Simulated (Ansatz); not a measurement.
Reaction (substitution at a C–N bond): `CNCNC` + H₂Se → `CNC[SeH]` + CH₃NH₂

Calculated with Ansatz (gas phase, PBE0-D4/def2-TZVP geometries, no zero-point term in ΔE). CCSD(T)/CBS is the MP2 limit (def2-TZVPP, def2-QZVPP) plus CCSD(T) − MP2 in def2-TZVPP, frozen cores. Functionals use def2-TZVPP. B3LYP here is the variant with VWN-RPA as its local correlation; programs differ in this. For Se outer-core shells are correlated without core-valence functions, which leaves a few kJ/mol of doubt a bond. Scalar relativity is left out up to krypton. Each species was taken in one conformer, which may not be the lowest.

`CNCNC`:

Z-matrix (Å, degrees):
```
C
N 1 1.449
H 1 1.092 2 109.3
H 1 1.097 2 114.3 3 -122.5
H 1 1.094 2 109.0 3 117.2
C 2 1.433 1 114.9 3 -179.6
H 2 1.012 1 111.0 3 53.6
N 6 1.456 2 114.8 1 -58.2
H 6 1.103 2 107.8 1 175.9
H 6 1.097 2 108.3 1 60.8
C 8 1.446 6 112.8 2 173.3
H 8 1.014 6 109.2 2 -64.5
H 11 1.092 8 109.9 6 176.8
H 11 1.103 8 114.3 6 55.1
H 11 1.094 8 109.4 6 -65.3
```

H₂Se:

Z-matrix (Å, degrees):
```
Se
H 1 1.467
H 1 1.467 2 91.2
```

`CNC[SeH]`:

Cartesian coordinates in Å:
```
C -0.293 0.539 1.487
N 0.306 -0.382 0.545
C 0.187 0.050 -0.817
Se 1.193 -1.198 -1.950
H -0.204 0.136 2.497
H -1.357 0.752 1.292
H 0.246 1.490 1.461
H -0.079 -1.312 0.647
H 0.633 1.041 -0.915
H -0.840 0.093 -1.209
H 0.210 -1.210 -3.040
```

CH₃NH₂:

Z-matrix (Å, degrees):
```
C
N 1 1.453
H 1 1.092 2 109.4
H 1 1.100 2 115.4 3 -121.6
H 1 1.092 2 109.4 3 116.8
H 2 1.012 1 110.6 3 62.6
H 2 1.012 1 110.6 3 -179.3
```

```tsv
level	ΔE (kJ/mol)	difference from CCSD(T)/CBS
PBE-D4	-3.8	0.4
r2SCAN-D4	-0.9	3.3
B3LYP-D4	-2.5	1.7
B2PLYP	-4.1	0.1
B3LYP	-3.9	0.3
HF/def2-TZVPP	1.8	6.0
MP2/def2-TZVPP	-6.3	-2.1
CCSD(T)/def2-TZVPP	-1.7	2.5
HF/def2-QZVPP	1.6	5.8
MP2/def2-QZVPP	-7.8	-3.6
CCSD(T)/CBS	-4.2	0
```

Largest T1 diagnostic among the species: 0.009.

In def2-TZVPP, CCSD(T) changes the Hartree–Fock value by −3.6 kJ/mol (the triples alone add −0.7 kJ/mol) and MP2 by −8.1 kJ/mol.
